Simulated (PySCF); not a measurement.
CH5N3OSi, SMILES N#CO[SiH](N)N.

Coordinates come from a PBE0-D3(BJ)/def2-SVP optimisation. This is a generated structure with no PubChem entry under its InChIKey; it may be hypothetical. One conformer was computed; it need not be the lowest.

Method: ωB97X/def2-TZVP run with PySCF.

Computed frontier levels, gap, dipole moment and polarisability:
```yaml
highest_occupied_level: -10.62 eV
lowest_empty_level: 2.49 eV
orbital_gap: 13.10 eV
dipole_moment: 6.09 D
quadrupole, principal values (traceless, Buckingham form, about the centre of nuclear charge): -15.49, 2.03, 13.46 D·Å
mean_static_polarisability: 56.1 bohr³ (8.31 Å³)
polarisability_principal_values: 45.7, 50.9, 71.6 bohr³
```
